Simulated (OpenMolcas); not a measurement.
**Be+: thermal populations, worked from levels**

```yaml
Program: OpenMolcas 26.06
Basis: ANO-RCC-VTZP [4s3p2d1f]
Scalar_Hamiltonian: DKH2, point nucleus
Active_space: 1 electron in 4 orbitals (2s 2p)
State_averaging: 2S+1 = 2 even, 1 root; 2S+1 = 2 odd, 3 roots
Spin-orbit_coupling: state interaction with AMFI integrals over the reference wave functions, term energies averaged over their components
```

Methods: CASSCF; SS-CASPT2, IPEA 0.25 Eh, imaginary shift 0.1 Eh (closed shells correlated: 1s). Measured levels: NIST Handbook of Basic Atomic Spectroscopic Data.

**Thermal populations.** Z = Σ (2J + 1) exp(-E/kT) with k = 0.695035 cm-1/K, over the levels below. No other level of either list lies under 88200 cm-1, which is above 7 kT at each temperature.

```csv
Level,2J + 1,SS-CASPT2,measured
2s 2S 1/2,2,0.0,0.0
2p 2P* 1/2,2,32760,31929
2p 2P* 3/2,4,32765,31935
```

```json
{"T (K)": "12000", "Z, SS-CASPT2": "2.118", "Z, measured levels": "2.130", "Ground level (%), SS-CASPT2": "94.4", "Ground level (%), measured levels": "93.9"}
```

At 12000 K, kT = 8340 cm-1, and the computed levels give Z = 2.000 + 0.039 + 0.079 = 2.118.

ANO sets are built for ground and valence states and can reach diffuse excited orbitals poorly. With one active electron the reference holds no correlation, so core polarisation is missing (holds for CASSCF). With one active electron, CASPT2 adds the correlation within the correlated inactive shells and between them and that electron, and leaves the splitting within a term as the reference gives it (holds for SS-CASPT2). Computed and measured levels are paired by configuration, term and J; levels that our copy of the source lacks, or whose pairing is in doubt (as where it misses far off the trend of its configuration), stay unpaired and out of the deviations. Levels of configurations outside the active space are missing.

* marks odd parity.
